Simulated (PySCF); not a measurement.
A PySCF script (with the pyscf-properties extension) for the NMR shieldings of `C#C[SiH2]OC`, C3H6OSi, on a GFN2-xTB, dihedral held geometry:

```python
import basis_set_exchange as bse
import numpy as np
from pyscf import gto, dft
from pyscf.prop import nmr

atoms = """
C     2.762195   -0.004431   -0.136363
C     1.651201   -0.459802   -0.199373
Si   -0.058267   -1.175246   -0.322560
O    -1.178286   -0.014730   -0.498890
C    -1.916695    0.707588    0.433396
H     3.735378    0.393366   -0.083392
H    -0.278389   -1.977311    0.886995
H    -0.211174   -1.888296   -1.584374
H    -2.356062    0.048096    1.186473
H    -1.288640    1.445619    0.940496
H    -2.716814    1.226373   -0.097635
"""
names = dict.fromkeys(["C", "Si", "O", "H"], "pcSseg-1")
basis = {el: gto.basis.parse(bse.get_basis(n, elements=[el], fmt="nwchem")) for el, n in names.items()}
mol = gto.M(atom=atoms, basis=basis, charge=0, verbose=0)
mf = dft.RKS(mol, xc="PBE0")
mf.grids.level = 2
mf.grids.alignment = dft.numint.BLKSIZE   # the property module wants whole blocks of grid points
mf.conv_tol = 1e-9
mf.kernel()

calc = nmr.RKS(mf)   # GIAO
C = mf.mo_coeff
Co = C[:, mf.mo_occ > 0]
resp = mf.gen_response(singlet=True, hermi=2)
def vind(x):   # induced exchange potential for any number of trial vectors
    d = np.einsum("pi,xij,qj->xpq", C, 2 * x.reshape(-1, C.shape[1], Co.shape[1]), Co, optimize=True)
    return np.einsum("xpq,pi,qj->xij", resp(d - d.transpose(0, 2, 1)), C, Co, optimize=True).ravel()
mo1, _ = nmr.rhf.solve_mo1(calc, with_cphf=vind)
sigma = calc.kernel(mo1)
for i, s in enumerate(sigma):   # ppm
    w = np.linalg.eigvalsh((s + s.T) / 2)
    print("%2d %-2s iso %8.1f  s11 %8.1f  s22 %8.1f  s33 %8.1f" % (i, mol.atom_pure_symbol(i), w.mean(), *w))
```

Question: What does it print?

Answer: 
```
 0 C  iso     84.8  s11      1.5  s22      6.5  s33    246.5
 1 C  iso     97.7  s11     -1.9  s22      5.8  s33    289.1
 2 Si iso    397.6  s11    348.8  s22    376.0  s33    468.0
 3 O  iso    335.2  s11    274.0  s22    352.8  s33    378.9
 4 C  iso    132.6  s11    104.2  s22    109.1  s33    184.6
 5 H  iso     29.8  s11     25.0  s22     25.0  s33     39.4
 6 H  iso     26.7  s11     23.5  s22     25.6  s33     31.1
 7 H  iso     26.8  s11     22.9  s22     25.5  s33     32.0
 8 H  iso     28.1  s11     24.2  s22     25.9  s33     34.2
 9 H  iso     27.8  s11     23.4  s22     26.1  s33     33.8
10 H  iso     27.7  s11     23.5  s22     25.5  s33     34.0
```

These numbers come from an equivalent density-fitted implementation of the same equations, which agrees with the script to about 0.01 ppm for H and up to a few tenths of a ppm for heavy atoms, so last digits may differ.

The geometry is no minimum: GFN2-xTB, dihedral held.

Size and cost of the density-fitted run: 122 basis functions, 8.1 s wall time on 1 thread of an Arm Neoverse V1, shared host.
